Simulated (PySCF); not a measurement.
Computed properties of Ni(CO)2 (C2NiO2), SMILES [O+]#[C-]->[Ni]<-[C-]#[O+], multiplicity 1

C2NiO2, SMILES [O+]#[C-]->[Ni]<-[C-]#[O+], multiplicity 1. Geometry optimised at B3LYP-D3(BJ)/def2-SVP. The spin state was assumed, not searched. Other conformers were not sampled. All values are computed for the isolated molecule unless a solvent is named; none is compared with measurement here.

**Structure.** The optimised structure has C2v symmetry. All 9 harmonic modes at B3LYP-D3(BJ)/def2-SVP (PySCF) are real, so it is a minimum. With heavy atoms numbered as in [Ni:1](<-[C-:3]#[O+:2])<-[C-:5]#[O+:4], the shortest bond between them is O2–C3 at 1.148 Å and the longest Ni1–C5 at 1.749 Å.

**Vibrations.** The strongest infrared lines (harmonic, unscaled, degenerate partners summed) lie at 2090 cm⁻¹ (1839 km/mol, C 59 %, O 41 %), 2185 cm⁻¹ (113 km/mol, C 62 %, O 38 %), 531 cm⁻¹ (105 km/mol, Ni 44 %, O 31 %, C 25 %). The softest mode is at 59 cm⁻¹ and the zero-point energy is 9.7 kcal/mol.

**Electronic structure.** ωB97X/def2-TZVP (PySCF) places the frontier levels at -9.18 and -0.01 eV, a gap of 9.17 eV, and gives a dipole moment of 1.38 D and a mean polarisability of 55.8 bohr³. PBE/def2-TZVP (PySCF) at the same geometry gives -5.41 and -3.04 eV, so its gap is 6.80 eV narrower. An orbital gap is neither the optical nor the fundamental gap.

**Excitations.** TDA-M06-2X/def2-SVPD (PySCF) has S1 at 2.95 eV (420 nm, f = 0.000, dark); the most intense of the 10 singlets computed lies at 4.20 eV (f = 0.12). T1 (TDA) is at 2.55 eV, 0.40 eV under S1. TDA-PBE/def2-SVPD (PySCF) puts S1 at 2.34 eV.

**NMR.** GIAO shifts at PBE0/pcSseg-1 (PySCF) (non-relativistic, atoms alike by connectivity averaged): ¹³C at 186.8 ppm against TMS.
